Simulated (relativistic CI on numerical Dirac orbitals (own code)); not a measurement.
## Transition arrays of As¹²⁺

Computed by Dirac-Coulomb-Breit CI, orbitals from a KLI potential per configuration, model QED (radiative potential, 1s self-energy scaled to tabulated hydrogen-like ionisation energies), valence Slater integrals scaled by 0.9, whole transition arrays (own radial code, finite nucleus).

Configuration list (outside the closed core [Ne] 3s2): 3p⁶3d³, 3p⁶3d²4f, 3p⁵3d⁴, 3p⁶3d²4p, 3p⁶3d²5f. Levels of other configurations are missing.

All E1 lines from the levels of 3p⁶3d³; mean and standard deviation are weighted by gf, and upper levels are sorted by their leading configuration.

| Upper configuration | Lines | Σgf | Mean (eV) | Mean (nm) | σ (eV) | Strongest line (nm) |
| --- | --- | --- | --- | --- | --- | --- |
| 3p⁶3d²4f | 721 | 229.7 | 224.23 | 5.529 | 3.09 | 5.487 |
| 3p⁵3d⁴ | 1718 | 230.0 | 112.44 | 11.026 | 7.97 | 10.284 |
| 3p⁶3d²4p | 466 | 15.2 | 163.49 | 7.583 | 3.07 | 7.546 |
| 3p⁶3d²5f | 721 | 95.9 | 277.23 | 4.472 | 3.38 | 4.442 |

Σgf per state of the lower configuration in bins of 0.2 nm over the central range (centre: value): 4.5: 0.74, 5.5: 1.64, 5.7: 0.25, 7.5: 0.08, 7.7: 0.04, 10.1: 0.14, 10.3: 0.31, 10.5: 0.15, 10.7: 0.26, 10.9: 0.18, 11.1: 0.15, 11.3: 0.21, 11.5: 0.07, 11.7: 0.08, 11.9: 0.09, 12.1: 0.06, 12.3: 0.07, 12.5: 0.03.

**Question.** How do configuration mixing and the scaling of the Slater integrals move the arrays?

**Answer.** Slater scale 0.9, no configuration mixing: 3p⁶3d²4f 224.0 ± 3.0 eV (Σgf 209.7), 3p⁵3d⁴ 112.5 ± 8.0 eV (Σgf 246.5), 3p⁶3d²4p 163.6 ± 2.9 eV (Σgf 19.6), 3p⁶3d²5f 277.1 ± 3.3 eV (Σgf 72.8); Slater scale 1: 3p⁶3d²4f 224.5 ± 3.4 eV (Σgf 233.3), 3p⁵3d⁴ 114.4 ± 8.7 eV (Σgf 231.7), 3p⁶3d²4p 163.5 ± 3.4 eV (Σgf 14.6), 3p⁶3d²5f 277.4 ± 3.8 eV (Σgf 97.7); Slater scale 0.8: 3p⁶3d²4f 224.0 ± 2.8 eV (Σgf 226.1), 3p⁵3d⁴ 110.5 ± 7.2 eV (Σgf 228.2), 3p⁶3d²4p 163.5 ± 2.7 eV (Σgf 15.8), 3p⁶3d²5f 277.1 ± 3.0 eV (Σgf 94.2). With mixing, levels are counted to their leading configuration, so an array can shrink or vanish into another, and the sums then hold other lines.
